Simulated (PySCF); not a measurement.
CH3BrSSe. Atoms are numbered in the order given.

```xyz
7

Se     0.0772    -0.6582     0.7227
Br    -1.1970     1.2786     0.1336
S      1.7998    -0.6171    -0.5706
C      1.1964    -1.3441    -2.1299
H      0.8127    -2.3605    -1.9685
H      2.0649    -1.3751    -2.8059
H      0.4184    -0.7009    -2.5649
```
Charge 0, spin multiplicity 1.

Geometry: r2SCAN-D4/def2-SVP. This is a generated structure with no PubChem entry under its InChIKey; it may be hypothetical. One conformer was computed; it need not be the lowest.

These are PBE0/pcSseg-1 run with PySCF values and carry that method's errors.

GIAO shieldings, no solvent; atoms alike by connectivity are averaged. δ = σ(ref) − σ: ⁷⁷Se against Me2Se (σ = 1740.1 ppm); ³³S against H2S (σ = 716.7 ppm); ¹³C against TMS (σ = 186.3 ppm); ¹H against TMS (σ = 31.56 ppm), references at their B3LYP-D3(BJ)/def2-TZVP geometries, non-relativistic (without spin–orbit terms, shifts of atoms bonded to Cl or Br come out too high).

```
atoms       nucleus  count  δ (ppm)
----------  -------  -----  -------
Se1            ⁷⁷Se      1   1442.1
S3              ³³S      1      [?]
C4              ¹³C      1      [?]
H5, H6, H7       ¹H      3     2.87
```

Task: Some entries are withheld; supply them. (The exact figures need the calculation; the answer reports its results.)

Result: 
- C4, δ (ppm): 31.5
- S3, δ (ppm): 358.6
